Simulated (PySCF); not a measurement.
C2H3Cl2FSi. Atoms are numbered in the order given.

```xyz
9

C     -2.0322     0.1670    -1.0057
C     -1.0610    -0.3188    -0.2269
Cl    -1.4153    -1.2517     1.2203
Si     0.7579    -0.0967    -0.5621
F      0.8760     0.7073    -1.9675
Cl     1.6174     1.0470     0.9167
H     -1.7661     0.7392    -1.8987
H     -3.0922     0.0146    -0.7831
H      1.4883    -1.3739    -0.6749
```

Coordinates come from a B3LYP-D3(BJ)/def2-SVP optimisation. The structure was generated by enumeration; whether it is a known compound was not checked. Other conformers were not sampled.

Method: TDA-PBE/def2-SVPD run with PySCF.

Vertical excitations. 

```json
[
 {"state": "S1", "energy (eV)": "5.39", "λ (nm)": "230", "f": "0.001", "main pairs": "HOMO−1→LUMO 99 %"},
 {"state": "S2", "energy (eV)": "5.83", "λ (nm)": "213", "f": "0.096", "main pairs": "HOMO→LUMO 62 %, HOMO−2→LUMO 11 %"},
 {"state": "S3", "energy (eV)": "5.90", "λ (nm)": "210", "f": "0.019", "main pairs": "HOMO−2→LUMO 87 %"},
 {"state": "S4", "energy (eV)": "5.94", "λ (nm)": "209", "f": "0.004", "main pairs": "HOMO→LUMO+1 95 %"},
 {"state": "S5", "energy (eV)": "6.10", "λ (nm)": "203", "f": "0.019", "main pairs": "HOMO−3→LUMO 90 %"},
 {"state": "S6", "energy (eV)": "6.65", "λ (nm)": "186", "f": "0.001", "main pairs": "HOMO→LUMO+2 84 %"},
 {"state": "S7", "energy (eV)": "6.70", "λ (nm)": "185", "f": "0.000", "main pairs": "HOMO→LUMO+3 46 %, HOMO−1→LUMO+1 38 %, HOMO→LUMO+2 10 %"},
 {"state": "S8", "energy (eV)": "6.80", "λ (nm)": "182", "f": "0.049", "main pairs": "HOMO−1→LUMO+1 41 %, HOMO→LUMO+3 40 %"},
 {"state": "S9", "energy (eV)": "7.03", "λ (nm)": "176", "f": "0.049", "main pairs": "HOMO−4→LUMO 62 %, HOMO−5→LUMO 12 %, HOMO−6→LUMO 11 %"},
 {"state": "S10", "energy (eV)": "7.10", "λ (nm)": "175", "f": "0.008", "main pairs": "HOMO−2→LUMO+1 78 %, HOMO−1→LUMO+2 12 %"},
 {"state": "T1", "energy (eV)": "3.86", "λ (nm)": "321", "f": "0", "main pairs": "HOMO→LUMO 96 %"},
 {"state": "T2", "energy (eV)": "5.12", "λ (nm)": "242", "f": "0", "main pairs": "HOMO−1→LUMO 99 %"},
 {"state": "T3", "energy (eV)": "5.61", "λ (nm)": "221", "f": "0", "main pairs": "HOMO→LUMO+1 97 %"},
 {"state": "T4", "energy (eV)": "5.78", "λ (nm)": "215", "f": "0", "main pairs": "HOMO−2→LUMO 99 %"}
]
```
Triplets are in the Tamm–Dancoff approximation.
